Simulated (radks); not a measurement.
The numbers below are computed, except where a source is named.
Task: These are the eigenvalues of the occupied orbitals of an atom or ion with whole-number occupations (eV). Code: a radial shooting solver on a logarithmic mesh with Libxc functionals. Model: non-relativistic Kohn-Sham, PBE, spin-polarised, spherical densities, point nucleus.

| orbital | eigenvalue |
|---|---|
| 1s up | -51.7368 |
| 1s down | -51.5107 |
| 2s up | -3.2278 |

Which element is it, and in what charge state? The configuration may be excited. Open shells, if any, are filled with parallel spins first.

Result: Z = 3, lithium, charge 0: Li in [He] 2s1. The list shows which subshells hold electrons but not how many an open one holds; the 1s level, -1.9013 hartree, gives Z - s = 2.0 by -(Z - s)^2/2, which with screening narrows Z to a few neighbours, and the depths of the outer levels then fix element, charge and occupations together.
